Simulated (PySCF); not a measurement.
Gas-phase reaction: 3 Si(OH)4 + SiO2 → 2 Si2O(OH)6

Energies from PySCF, thermal terms from the rigid-rotor harmonic-oscillator model, ideal gas at 1 bar. † marks an energy on the PBE0/def2-TZVP geometry and frequencies; other levels use their own. MP2 and CCSD(T) freeze the core. 6-31G* has spherical d functions here. All species are closed-shell singlets. No R ln 2 is added for the mirror-image form of Si2O(OH)6. Si2O(OH)6: computed as isolated molecules; such fragments, hydroxides, amides, oligomers or adducts are transient or little studied in the gas. MP2 isn't extrapolated to the basis-set limit; its ΔH°(298 K) is -619.2 kJ in def2-SVP and -615.5 kJ in def2-TZVPP. CCSD(T) isn't extrapolated to the basis-set limit. The harmonic model lacks anharmonicity and excited electronic states, which grow with temperature; levels with a mode under 35 cm⁻¹ are left out. Internal rotation in Si(OH)4, Si2O(OH)6 is treated as a harmonic vibration of one conformer, which makes the entropy rough. Warning, large T1 diagnostic: SiO2 (CCSD(T)/def2-SVP†).

```csv
level,"ΔE electronic, kJ","ΔH°(298 K), kJ","ΔS°(298 K), J/K","ΔG°(1400 K), kJ"
CCSD(T)/def2-SVP†,-640,-625,-316,-203
HF/6-31G*,-708,-693,-310,-280
M06-2X/def2-TZVP†,-694,-679,-316,-257
MP2/def2-SVP†,-634,-619,-316,-197
PBE0/def2-SVP†,-662,-647,-316,-225
PBE0/def2-TZVP,-637,-622,-316,-200
r2SCAN/def2-TZVP†,-644,-629,-316,-207
LDA/def2-TZVP†,-685,-670,-316,-248
ωB97X-V/def2-TZVP†,-668,-653,-316,-230
```
ΔH° is lowest at HF/6-31G* and highest at MP2/def2-SVP†. No reference value is set beside these.
